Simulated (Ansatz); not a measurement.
`C[SiH2][SiH2][TeH]` → `[CH2]` (triplet) + `[SiH3][SiH2][TeH]` at 600 K and 1 bar (formal loss of a carbene).

Computed with Ansatz on PBE0-D4/def2-TZVP structures; ΔE is electronic, products minus reactants. CBS: MP2 limit from def2 TZ/QZ plus the TZ coupled-cluster correction, frozen cores. This one scheme is used for every species. Triplets are unrestricted, without spin–orbit coupling. def2 core potentials past Kr. For Te outer-core shells are correlated without core-valence functions, which leaves a few kJ/mol of doubt a bond. Each species was taken in one conformer, which may not be the lowest.

```
             species  CCSD(T)/CBS energy (Eh)  H − E (kJ/mol)  S (J/(mol·K))
`C[SiH2][SiH2][TeH]`               -888.77366           278.8          507.9
   `[CH2]` (triplet)                -39.09499            66.5          220.8
 `[SiH3][SiH2][TeH]`               -849.49595           187.6          456.1
```

H − E and S are ideal-gas, rigid-rotor, harmonic terms from PBE0-D4/def2-TZVP, for one conformer and one mirror image of each species, with the whole ground term of open shells counted as degenerate. 1 Eh = 2625.50 kJ/mol, R = 8.31446 J/(mol·K).

Problem. By hand: ΔE, ΔH, ΔS and ΔG.

Solution. ΔE = (-39.09499) + (-849.49595) − (-888.77366) = 0.18272 Eh = 479.7 kJ/mol. Δ(H − E) = 66.5 + 187.6 − 278.8 = -24.7, so ΔH = 455.0 kJ/mol. ΔS = 220.8 + 456.1 − 507.9 = 169.0 J/(mol·K). ΔG = 455.0 − 600 × (169.0)/1000 = 353.6 kJ/mol.

Problem. By hand: the equilibrium constant, and the temperature at which ΔG would vanish if ΔH and ΔS stayed fixed.

Solution. log₁₀ K = −ΔG/(RT ln 10) = -30.8. ΔG = 0 at ΔH/ΔS = 2692 K, far beyond where these terms or the molecules hold.

The number of gas molecules changes by +1, which sets the sign of ΔS. A doubt of 5 kJ/mol in ΔE shifts log₁₀ K by 0.4 here. Other conformers and mirror images would add mixing entropy, several J/(mol·K) or more a flexible species. Modes under 60 cm⁻¹, often nearly free rotors, make the harmonic entropy too high. A triplet takes part, so the spin changes. These are equilibria of isolated gas molecules and say nothing of rates. Largest T1 diagnostic: 0.012 (customary marks: 0.02 for closed shells, 0.045 for open ones).
